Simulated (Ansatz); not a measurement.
A nudged elastic band was laid between two geometries of AlBrCl₃H (6 atoms, charge 0, multiplicity 1).

The calculation used Ansatz 0.2.0, RKS PBE0/def2-SVP.

* movable images: 7
* climbing image: yes
* spring: 5.0 eV/Å²
* optimiser: quadratic models (default)
* start path: through a guess of the saddle point
* force threshold: 0.05 eV/Å
* iteration limit: 60
* end points: relaxed

First end point:

```xyz
6
Properties=species:S:1:pos:R:3
Al 0.010 -0.013 0.118
Cl 0.002 0.638 2.127
Cl 1.806 0.119 -0.955
Cl -1.798 0.027 -0.940
Br 0.079 -2.625 0.820
H 0.078 -2.173 2.177
```

Last end point:

```xyz
6
Properties=species:S:1:pos:R:3
Al 0.021 -0.615 -0.188
Cl 0.014 0.095 2.268
Cl 1.803 0.281 -0.831
Cl -1.803 0.198 -0.824
Br 0.076 -2.823 0.340
H 0.065 -1.164 2.581
```

(1) What changes between the two ends?

(2) Give the energies along the band, and the barrier.

(3) What is the geometry of the highest image?

(4) What are the harmonic wavenumbers there?

Answers

(1) Bonds broken: Br5–H6. Bonds formed: Cl2–H6.

(2) The forces met the threshold. The highest image is number 4 of 0 to 8, 4.1 kcal/mol above the first end and 4.5 kcal/mol above the last; the last end lies 0.4 kcal/mol below the first. A vibrational analysis at the climbing image gives one clearly imaginary mode, 407i cm⁻¹: a first-order saddle point. The orbitals stay closed-shell, which can raise the energy where a bond breaks towards radicals; this wasn't checked here.

```json
{"image": "0", "path coordinate (Å)": "0.00", "energy (kcal/mol)": "0.0", "Br5–H6 (Å)": "1.43", "Cl2–H6 (Å)": "2.81"}
{"image": "1", "path coordinate (Å)": "0.25", "energy (kcal/mol)": "0.3", "Br5–H6 (Å)": "1.44", "Cl2–H6 (Å)": "2.50"}
{"image": "2", "path coordinate (Å)": "0.50", "energy (kcal/mol)": "1.1", "Br5–H6 (Å)": "1.46", "Cl2–H6 (Å)": "2.21"}
{"image": "3", "path coordinate (Å)": "0.75", "energy (kcal/mol)": "2.7", "Br5–H6 (Å)": "1.52", "Cl2–H6 (Å)": "1.91"}
{"image": "4", "path coordinate (Å)": "1.00", "energy (kcal/mol)": "4.1", "Br5–H6 (Å)": "1.67", "Cl2–H6 (Å)": "1.63"}
{"image": "5", "path coordinate (Å)": "1.24", "energy (kcal/mol)": "2.6", "Br5–H6 (Å)": "1.92", "Cl2–H6 (Å)": "1.42"}
{"image": "6", "path coordinate (Å)": "1.48", "energy (kcal/mol)": "0.7", "Br5–H6 (Å)": "2.20", "Cl2–H6 (Å)": "1.34"}
{"image": "7", "path coordinate (Å)": "1.72", "energy (kcal/mol)": "-0.1", "Br5–H6 (Å)": "2.49", "Cl2–H6 (Å)": "1.31"}
{"image": "8", "path coordinate (Å)": "1.96", "energy (kcal/mol)": "-0.4", "Br5–H6 (Å)": "2.79", "Cl2–H6 (Å)": "1.30"}
```

(3) 
```xyz
6
Properties=species:S:1:pos:R:3:forces:R:3
Al 0.020 -0.344 0.034 0.00 0.00 0.00
Cl 0.017 0.166 2.238 0.00 0.00 0.00
Cl 1.827 0.168 -0.883 0.00 0.00 0.00
Cl -1.815 0.083 -0.872 0.00 0.00 0.00
Br 0.076 -2.662 0.844 0.00 0.00 0.00
H 0.053 -1.439 1.985 0.00 0.00 0.00
```

(4) 407i, 81, 117, 130, 146, 249, 325, 504, 598, 639, 663, 1163 cm⁻¹.

Run time: 95 s on 4 threads of Arm Neoverse V2, on a shared host, peak memory 0.29 GiB.
